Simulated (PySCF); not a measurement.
PySCF input for C₂H₄ClNSi, SMILES N#CC[SiH2]Cl, SMD-ωB97X/def2-SVP. Geometry: r2SCAN-D4/def2-SVP. The structure was generated by enumeration, and PubChem lists no compound with its InChIKey, so it may never have been made. One conformer was computed; it need not be the lowest.

```python
import numpy as np
from pyscf import gto, scf, dft
from pyscf.solvent import smd

mol = gto.M(
    atom='''
    N     2.75823068   -0.46013782   -0.31560708
    C     1.89286631    0.31326068   -0.23229057
    C     0.78349343    1.24158180   -0.14783808
    Si   -0.88897588    0.43705167   -0.55189840
    Cl   -1.28368053   -1.01731506    0.85754708
    H     0.73308969    1.67592377    0.86595439
    H     0.94229725    2.07860679   -0.85204656
    H    -1.93312782    1.49349705   -0.47420349
    H    -0.83980124   -0.18048520   -1.90140561
    ''',
    basis='def2-SVP',
    charge=0,
    spin=0,
    max_memory=1600,
    verbose=3,
)
mf = dft.RKS(mol, xc='wb97x').density_fit(auxbasis='def2-universal-jkfit')
mf.grids.level = 3
mf.conv_tol = 1e-9
mf.max_cycle = 100
mf.kernel()
res = {}
for name in ['water', 'acetonitrile', '1-octanol']:
    s = mf.SMD()
    s.with_solvent.solvent, s.with_solvent.sasa_ng = name, 302
    s.kernel(mf.make_rdm1())
    res[name] = (s.e_tot, s.with_solvent.get_cds(), s.dip_moment(), s.mo_energy, s.converged)
    print(f'SMD {name}: dG(solv) = {(s.e_tot - mf.e_tot) * 627.509474:.3f} kcal/mol, of which CDS {res[name][1] * 627.509474:.3f}')
```

Output:

```
converged SCF energy = -882.720249121978
converged SCF energy = -882.726393585529
Dipole moment(X, Y, Z, Debye): -3.21251,  4.60326, -0.80626
SMD water: dG(solv) = -3.856 kcal/mol, of which CDS 4.414
converged SCF energy = -882.732275594002
Dipole moment(X, Y, Z, Debye): -3.19619,  4.56844, -0.80260
SMD acetonitrile: dG(solv) = -7.547 kcal/mol, of which CDS 0.510
converged SCF energy = -882.729980037425
Dipole moment(X, Y, Z, Debye): -3.12197,  4.41307, -0.78518
SMD 1-octanol: dG(solv) = -6.106 kcal/mol, of which CDS 0.989
```

Self-consistency was reached.
